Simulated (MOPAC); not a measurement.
A run for MOPAC: PM6 on BeAl-, 2S+1 = 3, a spin state set in the input, which need not be the lowest, a point of a bond scan (R = 2.134 Å). Charge -1.

```
PM6 1SCF PRECISE CHARGE=-1 UHF MS=1 THREADS=1
AlBe

Be     0.00000000 1     0.00000000 1     0.00000000 1
Al     0.00000000 1     0.00000000 1     2.13373000 1
```

Program output:

```
*******************************************************************************
 **                                                                           **
 **                              MOPAC v23.2.5                                **
 **                                                                           **
 *******************************************************************************
 ** MOPAC's Digital Object Identifier: https://doi.org/10.5281/zenodo.6511958 **
 **                                                                           **
 ** Please cite the open-source release paper for use of this MOPAC version:  **
 ** J. E. Moussa and J. J. P. Stewart (2026)                                  **
 ** MOPAC: An open-source semiempirical molecular orbital program             **
 ** J. Open Source Softw., 11(119), 8025, https://doi.org/10.21105/joss.08025 **
 *******************************************************************************

                              PM6 CALCULATION RESULTS

 *******************************************************************************
 *  PM6        - The PM6 Hamiltonian to be used
 *  UHF        - UNRESTRICTED HARTREE-FOCK CALCULATION
 *
 *
 *
 *                 CHARGE ON SYSTEM = -1
 *
 *
 *
 *  MS=        - IN MECI, MAGNETIC COMPONENT OF SPIN =  1.0
 *  PRECISE    - TIGHTER CRITERIA TO BE USED
 *  1SCF       - DO 1 SCF AND THEN STOP
 *  THREADS=1  - MULTI-THREADING NOT USED
 *  T=         - A TIME OF 172800.0 SECONDS REQUESTED
 *  DUMP=N     - RESTART FILE WRITTEN EVERY 7200.0 SECONDS REQUESTED
 *******************************************************************************
PM6 1SCF PRECISE CHARGE=-1 UHF MS=1 THREADS=1
 AlBe

   ATOM   CHEMICAL          X               Y               Z
  NUMBER   SYMBOL      (ANGSTROMS)     (ANGSTROMS)     (ANGSTROMS)

     1      Be          0.00000000  *   0.00000000  *   0.00000000  *
     2      Al          0.00000000  *   0.00000000  *   2.13373000  *



          CARTESIAN COORDINATES

    NO.       ATOM           X           Y           Z

     1        Be          0.0000      0.0000      0.0000
     2        Al          0.0000      0.0000      2.1337

 General Reference for PM6:
 "Optimization of Parameters for Semiempirical Methods V: Modification of NDDO Approximations
 and Application to 70 Elements", J. J. P. Stewart, J. Mol. Mod., 13, 1173-1213 (2007)
 URL: https://link.springer.com/article/10.1007/s00894-007-0233-4

           Empirical Formula: Be Al  =     2 atoms



      MOLECULAR POINT GROUP   :   C*v


          UHF CALCULATION, NO. OF ALPHA ELECTRONS =    4
                           NO. OF BETA  ELECTRONS =    2

 -------------------------------------------------------------------------------
 PM6 1SCF PRECISE CHARGE=-1 UHF MS=1 THREADS=1
 AlBe



     1SCF WAS SPECIFIED, SO BFGS WAS NOT USED
     SCF FIELD WAS ACHIEVED


                              PM6 CALCULATION
                                                       MOPAC v23.2.5 Linux




          FINAL HEAT OF FORMATION =        158.04351 KCAL/MOL =     661.25403 KJ/MOL


          COSMO AREA              =         97.24 SQUARE ANGSTROMS
          COSMO VOLUME            =         85.18 CUBIC ANGSTROMS

          IONIZATION POTENTIAL    =          0.363416 EV
          ALPHA SOMO LUMO (EV)    =         -0.363  6.553
          BETA  SOMO LUMO (EV)    =         -3.761  6.441
          NO. OF ALPHA ELECTRONS  =          4
          NO. OF BETA  ELECTRONS  =          2
          MOLECULAR WEIGHT        =         35.9937         POINT GROUP:  C*v

          MOLECULAR DIMENSIONS (Angstroms)

            Atom       Atom       Distance
           Al     2   Be     1     2.13373
           Al     2   Be     1     0.00000
           Be     1   Al     2     0.00000


          SCF CALCULATIONS        =          1





   ATOM   CHEMICAL          X               Y               Z
  NUMBER   SYMBOL      (ANGSTROMS)     (ANGSTROMS)     (ANGSTROMS)

     1      Be          0.00000000  *   0.00000000  *   0.00000000  *
     2      Al          0.00000000  *   0.00000000  *   2.13373000  *

                             CARTESIAN COORDINATES

   1   Be        0.000000000     0.000000000     0.000000000
   2   Al        0.000000000     0.000000000     2.133730000


           Empirical Formula: Be Al  =     2 atoms



      MOLECULAR POINT GROUP   :   C*v


          ALPHA EIGENVALUES
  -6.41469  -1.82026  -0.36342  -0.36342   6.55345  10.29927  10.29927  11.57900
 148.78714 148.78714 150.27961 150.27961 150.81972


           BETA EIGENVALUES
  -5.75876  -3.76128   6.44140   7.84325   7.84325  10.58519  10.58519  11.29150
 159.22292 159.66488 159.66488 161.05813 161.05813


              NET ATOMIC CHARGES AND DIPOLE CONTRIBUTIONS

  ATOM NO.   TYPE          CHARGE      No. of ELECS.   s-Pop       p-Pop       d-Pop
    1         Be          -0.003234        2.0032     1.27051     0.73272
    2         Al          -0.996766        3.9968     1.40760     2.58710     0.00206
 DIPOLE           X         Y         Z       TOTAL
 POINT-CHG.     0.000     0.000    -2.533     2.533
 HYBRID        -0.000    -0.000     0.494     0.494
 SUM           -0.000    -0.000    -2.039     2.039


          ATOMIC ORBITAL ELECTRON POPULATIONS

     Atom    s        px        py        pz      x^2-y^2     xz        z^2       yz        xy
    1 Be   1.27051   0.02842   0.02842   0.67587
    2 Al   1.40760   0.97143   0.97143   0.64425   0.00000   0.00015   0.00176   0.00015   0.00000


                    (SZ)    =    1.000000
                    (S**2)  =    2.897835


          ATOMIC ORBITAL SPIN POPULATIONS

    Atom   Total    s     px     py     pz   x^2-y^2  xz     z^2    yz     xy
         Atomic
    1 Be -0.6976 -0.344  0.028  0.028 -0.411
    2 Al  2.6976  0.344  0.971  0.971  0.411  0.000  0.000 -0.001  0.000  0.000

 **********************
 *                    *
 * JOB ENDED NORMALLY *
 *                    *
 **********************




 == MOPAC DONE ==
```

The run finished. Its determinant has ⟨S²⟩ = 2.90, a mixture of spin states.

Cost: very roughly 0.020 core-seconds.
